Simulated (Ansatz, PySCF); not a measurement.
This PySCF input computes a CCSD(T)/cc-pVDZ energy:

```python
from pyscf import gto, scf, mp, cc as ccmod

mol = gto.M(
    atom='''
    B     0.00000000    0.00000000    0.00000000
    O    -0.00000000   -0.00000000   -1.26121028
    O     0.00000000    0.00000000    1.26121028
    ''',
    basis='cc-pvdz',
    charge=0,
    spin=1,
    symmetry='D2h',
    verbose=4,
)

mf = scf.UHF(mol)
mf.conv_tol = 1e-10
mf.max_cycle = 100
mf.kernel()
mp2 = mp.MP2(mf, frozen=3).run()
cc = ccmod.CCSD(mf, frozen=3)
cc.max_cycle = 100
cc.kernel()
et = cc.ccsd_t()
print(f'E(CCSD(T)) = {cc.e_tot + et:.9f}')
```

### Question
Write an input for the same energy in Ansatz (a first-principles code) and say what it gives.

### Answer

Ansatz 0.2 input:
```yaml
crystal:
  periodic: [false, false, false]
  atoms:
    - {symbol: B, position_ang: [0.00000000, 0.00000000, 0.00000000]}
    - {symbol: O, position_ang: [-0.00000000, -0.00000000, -1.26121028]}
    - {symbol: O, position_ang: [0.00000000, 0.00000000, 1.26121028]}
basis:
  gaussian:
    orbitals: cc-pVDZ
magnetization: {spin_polarized: true, initial_magnetization: 1}
correlation: {method: ccsd_t, electrons: outside_noble_gas}
```
It gives -174.87709 Eh, and PySCF -174.87709 Eh, a difference of 0.00 mEh.

It need not be the lowest isomer of its formula.
